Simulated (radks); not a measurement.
Problem. Numerical settings for the zirconium ion Zr2+, [Kr] 4d2. Calculated with a radial shooting solver on a logarithmic mesh with Libxc functionals: non-relativistic Kohn-Sham, PBE, spin-polarised, spherical densities, point nucleus; open shells are filled with parallel spins first (spin-orbit coupling, left out, can overturn this in heavy ions); relativity is left out, which matters for an element this heavy. The defaults (mesh step 0.008 in ln r, mesh end at 40 bohr or more with all orbitals vanishing there, Anderson mixing 0.5 over 9 steps, residual threshold near 1e-9 with the energy settled to 1e-9 hartree or 1e-11 of itself, here a cap of 59 iterations) give E = -3539.7684 hartree and 4d at -18.203 eV in 14 iterations. Run on one thread of a shared host, so times are rough (Arm Neoverse N1): 0.21 s of CPU time, 0.21 s wall, 14 iterations on 2486 mesh points. One setting is changed at a time: mesh step in ln r 0.2; mesh step in ln r 0.012; mesh step in ln r 0.03; mesh end (bohr) 20; mesh end (bohr) 5; residual threshold 0.001; residual threshold 0.1; mixing 0.2; linear mixing, mixing 0.8; linear mixing, mixing 0.05; mixing history 20; iteration cap 2. Which runs fail to converge, and which converge to a wrong energy?

Solution. Not converged within the cap: mesh step in ln r 0.2; linear mixing, mixing 0.05; iteration cap 2. Settings that end as converged yet miss the energy by more than 1 mhartree: mesh end (bohr) 5 (+0.0141 hartree).
